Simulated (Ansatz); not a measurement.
Total energies of the cluster Rb₂H₂ (the lowest singlet isomer of a short search) from Ansatz at CCSD(T)/def2-TZVPP, gas phase (1 Eh = 27.2114 eV = 2625.5 kJ/mol). The reference geometry is relaxed at r2SCAN-D4/def2-TZVP.

```xyz
4

Rb   -0.1745   -0.1096   -1.9576
Rb    0.1744    0.1096    1.9576
H    -0.0863   -1.7824    0.1074
H     0.0864    1.7824   -0.1074
```

```csv
state,geometry,energy (Eh)
charge 0 singlet,reference,-48.99297
charge 1 doublet,reference,-48.77081
charge 0 triplet,relaxed at r2SCAN-D4/def2-TZVP,-48.99284
charge 0 quintet,relaxed at r2SCAN-D4/def2-TZVP,-48.81936
free Rb atom (doublet),–,-23.91038
free H atom (doublet),–,-0.49981
```

In the def2 sets Rb takes a core potential; there is no spin–orbit coupling. Correlated methods freeze no core orbitals; core or outer-core shells of Rb are correlated, in sets that lack core-valence functions.

Work out the vertical ionisation energy to the doublet.

E(charge 1 doublet) − E(charge 0 singlet) = -48.77081 − (-48.99297) = 0.22216 Eh = 6.05 eV.

Which of the charge 0 states is lowest, and how far above it are the others?

The singlet, but by less than the method's error, so the order isn't settled. triplet: -48.99284 − (-48.99297) = 0.00013 Eh = 0.3 kJ/mol; quintet: -48.81936 − (-48.99297) = 0.17361 Eh = 455.8 kJ/mol. The triplet has fallen apart, so its energy is that of loose fragments and no spin gap. The quintet has fallen apart, so its energy is that of loose fragments and no spin gap. The triplet differs in its bonds from the reference. The quintet differs in its bonds from the reference.

What is the binding energy per atom against free atoms?

Atoms: 2 × (-23.91038) + 2 × (-0.49981) = -48.82038 Eh. Binding: -48.82038 − (-48.99297) = 0.17259 Eh = 4.70 eV, or 1.17 eV for each of 4 atoms (no zero-point energy, no counterpoise term).

At CCSD(T)/def2-TZVPP T1 of the charge 1 doublet is large (up to 0.072), so the single-reference result is doubtful.

The structure comes from a short search, and lower isomers may exist.
